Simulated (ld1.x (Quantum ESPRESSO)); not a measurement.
**Which change was made? (Ga, TM)**

ld1.x (Quantum ESPRESSO) 7.5 input, shortened:

```
&input
   title='Ga', zed=31., rel=1, dft='PZ', iswitch=3,
   config='[Ar] 3d10 4s2 4p0 4d-2'
 /
 &inputp
   pseudotype=2, tm=.true., lloc=0,
   nlcc=.false.
 /
3
4P  2  1   0.00   0.00  2.30  2.30  0.0
4D  3  2  -2.00  -0.20  2.20  2.20  0.0
4S  1  0   2.00   0.00  1.70  1.70  0.0
 &test
   configts(1)='4s2 4p0'
 /
```

Cutoffs, loose and tight: the cutoffs (Ry, on a coarse ladder) from which the occupation-weighted sum of valence levels, in a spherical-Bessel basis at the reference potential, stays within 10 and 1 mRy of its value at 400 Ry. They do not see the model core or the augmentation charge, which bear on the density cutoff. Test errors are all-electron minus pseudo excitation energies from the reference, over the configurations 4s2 4p1; 4s1 4p0; 4s2 4p0.5; 4s2 4p1.3; 4s1 4p1; 4s1 4p2; 4s0 4p3 (two spin-polarised tests are not counted in the largest error); variants that change the core or the reference have their own tests.

The base gives: outcome: generated; cutoff, loose: 18 Ry; cutoff, tight: 40 Ry; bound ghosts: d; largest test error (meV): +101.

(1) After one change the result is: outcome: generated; cutoff, loose: 12 Ry; cutoff, tight: 30 Ry; bound ghosts: none; largest test error (meV): +94. Which change was it?
A. all radii scaled by about 0.92 (s 1.56, p 2.12, d 2.04 bohr)
B. all radii scaled by about 1.29 (s 2.20, p 2.98, d 2.84 bohr)
C. all radii scaled by about 0.76 (s 1.30, p 1.76, d 1.68 bohr)
D. all radii scaled by about 1.08 (s 1.84, p 2.48, d 2.38 bohr)

Results:

(1) B. The others give: all radii scaled by about 1.08 (s 1.84, p 2.48, d 2.38 bohr) → outcome: generated; cutoff, loose: 21 Ry; cutoff, tight: 35 Ry; bound ghosts: d; largest test error (meV): +102 | all radii scaled by about 0.92 (s 1.56, p 2.12, d 2.04 bohr) → outcome: generated; cutoff, loose: 25 Ry; cutoff, tight: 50 Ry; bound ghosts: d; largest test error (meV): +99 | all radii scaled by about 0.76 (s 1.30, p 1.76, d 1.68 bohr) → outcome: generated; cutoff, loose: 45 Ry; cutoff, tight: 140 Ry; bound ghosts: p, d; largest test error (meV): +112.
